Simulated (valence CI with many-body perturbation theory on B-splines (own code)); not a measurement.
**Energy levels of Pb68+**

Computed by relativistic CI+MBPT: four valence electrons over a frozen Dirac-Fock core [Ne], radial functions for each j: 11 s, 11 p, 10 d, 8 f, 5 g, 2 h, with the one-electron correlation potential Σ1 (screened to all orders), the two-electron term Σ2, the three-electron term Σ3, Breit, model QED; selected single and double excitations, second order for the rest, scaled by the run's own slope (own B-spline code, finite nucleus).

The last digits are not significant, and no measured levels were compared; by estimate large intervals hold to a few tenths of a per cent, small ones and those within an open d or f shell to about a per cent. Among the levels kept, up to 570 cm⁻¹ of a level comes from second order outside the variational space, and about a tenth of that is noise between levels of different J, which matters for small intervals.

Levels 136 to 164 of 164, with energies above the lowest level, (3s^2 3p1/2^2) J=0. "Leading %" is the weight of the configuration and term that name the level; weights of strongly mixed levels are sums over their largest components and can fall short. In the jj column 3d3/2^4 stands for four electrons in 3d with j = 3/2. Lifetimes count E1, E2, E3, M1 and M2 decay at the calculated energies, and are blank where another channel may lead or the interval is too uncertain; long ones can be off by a factor of two.

```tsv
No.	Configuration	Term	J	E (× 10³ cm⁻¹)	Leading %	Second component	Lifetime	Leading jj
136	3s3p²3d	³D	3	19143	75	6 % 3s3p²3d ³F	158 fs	3s 3p3/2^2 3d5/2 (99 %)
137	3s3p²3d	³D	2	19157	31	29 % 3s3p²3d ³P	301 fs	3s 3p3/2^2 3d5/2 (95 %)
138	3s3p²3d	³F	4	19172	62	17 % 3s3p²3d ¹G	103 fs	3s 3p3/2^2 3d5/2 (99 %)
139	3p²3d²	³F	4	19262	31	13 % 3p²3d² ⁵D	1.14 ps	3p1/2^2 3d5/2^2 (98 %)
140	3s3p²3d	³D	3	19272	51	19 % 3s3p²3d ¹F	120 fs	3s 3p3/2^2 3d5/2 (98 %)
141	3s3p²3d	¹D	2	19279	45	27 % 3s3p²3d ³D	181 fs	3s 3p3/2^2 3d5/2 (98 %)
142	3p²3d²	³P	2	19355	22	16 % 3p²3d² ³F	1.00 ps	3p1/2^2 3d5/2^2 (98 %)
143	3s3p²3d	¹P	1	19399	35	30 % 3s3p²3d ³P	104 fs	3s 3p3/2^2 3d5/2 (97 %)
144	3p³3d	³F°	2	19444	41	18 % 3p³3d ³D°	149 fs	3p1/2 3p3/2^2 3d3/2 (86 %)
145	3p³3d	⁵D°	1	19489	40	40 % 3p³3d ³D°	122 fs	3p1/2 3p3/2^2 3d3/2 (93 %)
146	3s3p²3d	¹D	2	19513	36	25 % 3s3p²3d ³P	93.9 fs	3s 3p3/2^2 3d5/2 (96 %)
147	3p³3d	⁵D°	0	19539	50	23 % 3p³3d ¹S°	125 fs	3p1/2 3p3/2^2 3d3/2 (93 %)
148	3p³3d	³F°	3	19561	33	28 % 3p³3d ³G°	123 fs	3p1/2 3p3/2^2 3d3/2 (92 %)
149	3p³3d	³G°	4	19592	44	34 % 3p³3d ¹G°	140 fs	3p1/2 3p3/2^2 3d3/2 (89 %)
150	3p²3d²	³P	0	19601	61	21 % 3p²3d² ¹S	849 fs	3p1/2^2 3d5/2^2 (97 %)
151	3p³3d	⁵D°	2	19724	21	18 % 3p³3d ³F°	104 fs	3p1/2 3p3/2^2 3d3/2 (78 %)
152	3p³3d	³P°	1	19759	20	17 % 3s3p3d² ⁵D°	108 fs	3p1/2 3p3/2^2 3d3/2 (50 %)
153	3p³3d	³F°	2	19785	41	12 % 3p³3d ¹D°	132 fs	3p1/2 3p3/2^2 3d3/2 (70 %)
154	3p³3d	³D°	3	19795	18	15 % 3p³3d ¹F°	111 fs	3p1/2 3p3/2^2 3d3/2 (70 %)
155	3s3p3d²	⁵D°	0	19928	74	20 % 3s3p3d² ³P°	96.5 fs	3s 3p3/2 3d3/2^2 (93 %)
156	3p³3d	³D°	1	19963	15	14 % 3p³3d ³S°	93.9 fs	3p1/2 3p3/2^2 3d3/2 (58 %)
157	3s3p3d²	⁵F°	3	19984	22	15 % 3s3p3d² ⁵G°	91.1 fs	3s 3p3/2 3d3/2^2 (81 %)
158	3s3p3d²	⁵F°	2	20005	23	16 % 3s3p3d² ⁵D°	81.5 fs	3s 3p3/2 3d3/2^2 (62 %)
159	3s3p3d²	³F°	4	20029	27	22 % 3s3p3d² ³G°	100 fs	3s 3p3/2 3d3/2^2 (87 %)
160	3p³3d	³D°	1	20034	23	22 % 3s3p3d² ⁵D°	73.6 fs	3p1/2 3p3/2^2 3d3/2 (62 %)
161	3s3p3d²	³P°	2	20229	30	20 % 3s3p3d² ⁵P°	82.7 fs	3s 3p3/2 3d3/2^2 (82 %)
162	3s3p3d²	³D°	1	20328	39	13 % 3s3p3d² ¹P°	61.1 fs	3s 3p3/2 3d3/2^2 (81 %)
163	3s3p3d²	³F°	2	20357	45	13 % 3s3p3d² ¹D°	58.6 fs	3s 3p3/2 3d3/2^2 (87 %)
164	3s3p3d²	³G°	3	20401	43	14 % 3s3p3d² ¹F°	56.7 fs	3s 3p3/2 3d3/2^2 (81 %)
```
